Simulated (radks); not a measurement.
Removal energies from the calcium ion Ca13+, [He] 2s2 2p3, by Delta-SCF beside the eigenvalue of the level emptied. All-electron calculation, scalar-relativistic Kohn-Sham, PBE, spin-polarised, spherical densities, finite nucleus; Fermi nuclear charge, rms radius of each element as measured or else 0.836 A^(1/3) + 0.57 fm. Program: a radial shooting solver on a logarithmic mesh with Libxc functionals. Open shells are filled with parallel spins first.

removed from  final configuration  Delta-SCF (eV)  -eigenvalue (eV)
2p                   [He] 2s2 2p2          820.79            783.68
2s                   [He] 2s1 2p3          852.36            825.47
1s                    1s1 2s2 2p3          4581.1            4469.1
